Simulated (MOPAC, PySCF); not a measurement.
CH₆N₂S₂, SMILES `SC(N)(N)S`, neutral singlet in the gas phase. 

Cartesian coordinates (Å):
SMILES: NC(N)(S)S
```xyz
11

N     -0.0524     0.9224    -0.9116
C     -0.0235    -0.0152     0.1614
N     -1.3504    -0.5121     0.3248
S      1.2952    -1.2637    -0.1966
S      0.4048     0.6513     1.8433
H     -0.7016     1.6703    -0.6942
H      0.8643     1.3106    -1.0840
H     -1.3827    -1.2663     0.9972
H     -1.7048    -0.8342    -0.5673
H      0.9322    -1.4525    -1.4788
H      1.7189     0.7892     1.6058
```
Charge 0, multiplicity 1.

All levels are single points at this geometry (PBE0-D4/def2-TZVP); Pople sets use spherical d functions. Orbital energies aren't observables, and empty levels follow the basis.

PBE0-D4/def2-TZVP in PySCF gives gap (eV) = 6.76.

Question: Estimate the gap (eV) from each of these levels: PBE-D3(BJ)/def2-TZVP in PySCF; B3LYP/6-31G* in PySCF; BP86/6-31G* in PySCF; PBE/6-31G* in PySCF; HF/6-31G* in PySCF; AM1 in MOPAC; PM3 in MOPAC; PM6 in MOPAC.

Answer: 
| level | gap (eV) |
|---|---|
| PBE-D3(BJ)/def2-TZVP in PySCF | 4.49 |
| B3LYP/6-31G* in PySCF | 6.44 |
| BP86/6-31G* in PySCF | 4.61 |
| PBE/6-31G* in PySCF | 4.60 |
| HF/6-31G* in PySCF | 13.82 |
| AM1 in MOPAC | 9.24 |
| PM3 in MOPAC | 8.85 |
| PM6 in MOPAC | 9.02 |
